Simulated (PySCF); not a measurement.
Question: Write Cartesian coordinates for `C#CB(N)Br` as optimised with PBE0-D3(BJ)/def2-SVP.

Answer: 
```xyz
8
C2H3BBrN angstrom
C      2.164    0.539    0.108
C      0.960    0.415   -0.011
B     -0.554    0.269   -0.162
N     -1.215   -0.921    0.113
Br    -1.590    1.793   -0.757
H      3.228    0.657    0.211
H     -0.724   -1.747    0.429
H     -2.216   -1.027    0.018
```

Orientation and origin are arbitrary. Atoms count from 1 in this order. N4 (boron-bound nitrogen) is planar (angles 122.9°, 122.0° and 115.1°, sum 360.0°, 0.00 Å off the plane of its three neighbours). The 5 heavy atoms lie in one plane (0.000 Å rms). B3 (three-coordinate boron) is planar (angles 122.3°, 119.0° and 118.7°, sum 360.0°, 0.00 Å off the plane of its three neighbours).

Bonds between heavy atoms (Å): C1≡C2 1.217, C2–B3 1.528, B3–N4 1.388, B3–Br5 1.936.

Theory: PySCF, PBE0-D3(BJ)/def2-SVP geometry optimisation, gas phase.

Point group: Cs (tolerance 0.08 Å). Whether it is a minimum is left open (no frequencies).
